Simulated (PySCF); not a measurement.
Working out the ionisation energy of B²⁺

B²⁺ [He] 2s1 (2S) → B³⁺ 1s2 (1S). Computed with PySCF 2.14 in def2-QZVPPD (8s4p4d2f1g, 63 functions), with the non-relativistic Hamiltonian (point nucleus). Frozen: nothing. Energies in hartree (1 hartree = 27.21139 eV):

```
            part  B²⁺ (lower)  B³⁺ (upper)
             UHF   -23.376017   -21.986208
CCSD correlation    -0.018568    -0.017142
             (T)    -0.000014     0.000000
```

**Question.** What does Hartree-Fock give?

**Answer.** (-21.986208) − (-23.376017) = 1.389809 hartree = 37.819 eV.

**Question.** What do CCSD and CCSD(T) give?

**Answer.** The CCSD correlation energies differ by 0.001426 hartree = 0.039 eV and the triples by 0.000014 hartree = 0.000 eV, so CCSD gives 37.858 eV and CCSD(T) 37.858 eV.

Measured between the centres of the two terms (NIST): 37.931 eV, so CCSD(T) (valence and next inner shell) is off by -0.073 eV.

What remains against the reference includes basis incompleteness and higher excitations.
